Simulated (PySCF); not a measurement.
This script is equivalent to a calculation on Pb (lead, neutral).

```python
from pyscf import gto, scf, dft, mp, cc
import basis_set_exchange as bse
txt = bse.get_basis("def2-TZVP", elements=["Pb"], fmt="nwchem", header=False)
cut = txt.index("\nECP")
mol = gto.M(atom="Pb 0 0 0", charge=0, spin=2, symmetry="D2h",
            basis=gto.basis.parse(txt[:cut]),
            ecp={"Pb": gto.basis.parse_ecp(txt[cut:])})
mf = dft.UKS(mol, xc="PBE0")
mf.irrep_nelec = {'Ag': (4, 4), 'B1g': (1, 1), 'B2g': (1, 1), 'B3g': (1, 1), 'B1u': (2, 1), 'B2u': (2, 1), 'B3u': (1, 1)}
mf.kernel()
```

**Question.** What total energy does it give?

**Answer.** -192.837 hartree (calculated).

**Question.** Which occupied shell lies highest, and where?

**Answer.** 6p α, at -4.788 eV.

**Question.** What is ⟨S²⟩, and what would a pure spin state give?

**Answer.** 2.003, against 2.00.

Energies and moments cover only the electrons outside the core potential. Spin-orbit coupling is strong in this species (close to jj coupling), so the high-spin LS determinant is a model state, not a physical level.
